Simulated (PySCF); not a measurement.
BGeH₄O, BGeH₅O (calculated)

All values are calculated (PySCF 2.14.0). Calculation on a computer-drawn molecule: the log of a Hartree-Fock and frozen-core CCSD(T) single point meant for a local Hartree-Fock minimum, with one planted fault or none, to be diagnosed. Offsets are logged minus clean, where the clean run is the same molecule without the fault. The reference is restricted for singlets and unrestricted otherwise, and also for a bond in bohr or an excited solution. Adding or removing an electron swaps singlet and doublet. The excited solution moves the top pair (singlet) or top alpha electron (doublet) to the lowest empty orbital. Highest occupied and lowest empty are orbital energies over both spins, largest force is the largest gradient component, triples share is (T) over the correlation energy, the T1 limit is 0.02 restricted and 0.045 unrestricted, electrons count all cores, a negative frequency is imaginary (commonest isotopes), and the dipole is about the centre of nuclear charge; on germanium a core potential holds 10 electrons, which the energies leave out, and 3d is frozen in MP2 and coupled-cluster steps.

Common to all runs: meant multiplicity 1; logged electrons 50; logged SCF converged yes; logged CC converged yes; logged SCF stable within its kind yes; possible faults no fault, one electron removed, one electron added, multiplicity raised by two, geometry at a saddle point, SCF held on an excited solution, minimal basis STO-3G, one bond length entered in bohr, all coordinates scaled.

(1) BGeH₄O

Logged structure:
```xyz
7
BGeH4O
B     -0.2319    -0.4843    -1.7936
O     -0.3562     0.2100    -0.6940
Ge     0.9301     0.3793     0.7614
H      0.7598    -1.1483    -2.0614
H     -1.1382    -0.4927    -2.6223
H     -0.1652     0.1234     1.9124
H      0.7959     1.9808     0.8472
```

* meant charge: -1
* meant basis: aug-cc-pVDZ
* meant basis and core potential on germanium: aug-cc-pVDZ-PP ECP10MDF
* logged basis functions: 114
* logged spin squared: 2.0086
* logged highest occupied: 0.54734 eV
* logged lowest empty: 2.8978 eV
* logged largest force: 0.057171 hartree/bohr
* logged T1 diagnostic: 0.055285
* logged D1 diagnostic: 0.30875
* logged triples share: 0.032986
* logged dipole magnitude: 10.164 debye
* logged energy HF: -395.22617 hartree
* logged energy CCSD(T): -395.66252 hartree
* planted fault: multiplicity raised by two
* HF energy offset from clean run: 55.79 kcal/mol
* CCSD(T) energy offset from clean run: 67.98 kcal/mol

Drawn bonds:
```
atom  other atom  order
   1           2      1
   2           3      1
   1           4      1
   1           5      1
   3           6      1
   3           7      1
```

Notes: T1 above single-reference limit; highest electron not bound in this basis.

(2) BGeH₅O

Logged structure:
```xyz
8
BGeH5O
B     -0.3747     2.0719    -1.3965
O      0.3216     1.1964    -0.6575
Ge    -0.0674     0.4355     0.9236
H     -1.4530     2.4800    -1.0293
H      0.0960     2.4472    -2.4395
H     -0.0809    -1.0692     0.6816
H     -1.4280     0.9505     1.3867
H      1.0493     0.8401     1.8786
```

- meant charge: 0
- meant basis: cc-pVDZ
- meant basis and core potential on germanium: cc-pVDZ-PP ECP10MDF
- logged basis functions: 76
- logged spin squared: 2.0271
- logged highest occupied: -5.2606 eV
- logged lowest empty: -1.8685 eV
- logged largest force: 0.01613 hartree/bohr
- logged T1 diagnostic: 0.016463
- logged D1 diagnostic: 0.052882
- logged triples share: 0.027389
- logged dipole magnitude: 3.0719 debye
- logged energy HF: -395.65929 hartree
- logged energy CCSD(T): -396.08466 hartree
- planted fault: multiplicity raised by two
- HF energy offset from clean run: 138.4 kcal/mol
- CCSD(T) energy offset from clean run: 135.7 kcal/mol

Drawn bonds:
```
atom  other atom  order
   1           2      1
   2           3      1
   1           4      1
   1           5      1
   3           6      1
   3           7      1
   3           8      1
```
